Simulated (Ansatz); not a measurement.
Coupled-cluster run, `[NH2][Cu-][NH3+]`.

```yaml
crystal:
  periodic: [false, false, false]
  atoms:
    - {symbol: N, position_ang: [-0.190672, 1.504145, -1.522291]}
    - {symbol: Cu, position_ang: [-0.007619, 0.220065, -0.244271]}
    - {symbol: N, position_ang: [0.316705, -1.201613, 1.038986]}
    - {symbol: H, position_ang: [-1.088861, 1.448630, -1.993618]}
    - {symbol: H, position_ang: [-0.156661, 2.440740, -1.130378]}
    - {symbol: H, position_ang: [1.147907, -1.735908, 0.805312]}
    - {symbol: H, position_ang: [0.444207, -0.827855, 1.974014]}
    - {symbol: H, position_ang: [-0.465007, -1.848214, 1.072247]}
basis:
  gaussian: {orbitals: def2-TZVPP}
correlation: {method: ccsd_t, frozen_orbitals: {Cu: 9, H: 0, "N": 1}}
output: {orbitals: {seedname: orbitals}}
```

```sh
$ ansatz run in.yaml --threads 4 --pin off --events-out ev --progress --plain
```

Log, shortened:

```
Functional definition: HF
1215 factors; integrals over basis functions are off by at most 1.0e-3 eV
mean field evaluation 1: about -47634.0549 eV, gradient 7.4e1 eV
mean field evaluation 2: about -47634.1665 eV, gradient 7.4e1 eV
mean field evaluation 4: about -47641.2378 eV, gradient 1.2e1 eV
mean field evaluation 8: about -47641.5486 eV, gradient 1.0e0 eV
mean field evaluation 16: about -47641.5565 eV, gradient 1.6e-6 eV
mean field -47641.55648400 eV, -1750.7949081803 hartree, gradient 1.8e-6 eV, S^2 0.000000; 0 other end points of the search recorded, 0 dependent functions left out
11 core orbitals not correlated: weight in the atoms' cores, before any rotation towards them, 1.000 or more for the frozen orbitals, at most 0.000 for the correlated occupied ones
reference -47641.55648400 eV, -1750.7949081803 hartree; 13, 13 occupied and 172, 172 virtual orbitals, 1215 factors
second order -27.45267494 eV of doubles, -0.00000000 eV of singles
cycle   1  -24.22811607 eV  change     3.2e0 eV  update   2.3e-1
cycle   2  -25.42869521 eV  change    -1.2e0 eV  update   1.7e-1
cycle   3  -25.72055045 eV  change   -2.9e-1 eV  update   4.2e-2
cycle   4  -25.75079978 eV  change   -3.0e-2 eV  update   2.2e-2
cycle   5  -25.71641655 eV  change    3.4e-2 eV  update   1.1e-2
cycle   6  -25.71068181 eV  change    5.7e-3 eV  update   4.3e-3
cycle   7  -25.71259520 eV  change   -1.9e-3 eV  update   2.5e-3
cycle   8  -25.71131908 eV  change    1.3e-3 eV  update   8.6e-4
cycle   9  -25.71104001 eV  change    2.8e-4 eV  update   4.8e-4
cycle  10  -25.71167268 eV  change   -6.3e-4 eV  update   2.0e-4
cycle  11  -25.71184377 eV  change   -1.7e-4 eV  update   8.9e-5
cycle  12  -25.71168103 eV  change    1.6e-4 eV  update   5.1e-5
cycle  13  -25.71169810 eV  change   -1.7e-5 eV  update   3.2e-5
cycle  14  -25.71168423 eV  change    1.4e-5 eV  update   1.5e-5
perturbative correction -1.11661917 eV, -0.0410349976 hartree
Total energy: -47668.38478740 eV, -1751.7808301453 hartree
```

Hardware: 4 threads of a server CPU on a shared host. Wall time 45 s, peak host memory 2.3 GiB.

The correlation energy is -26.828 eV, 4.2 % of it from (T); the T1 diagnostic reads 0.0238.
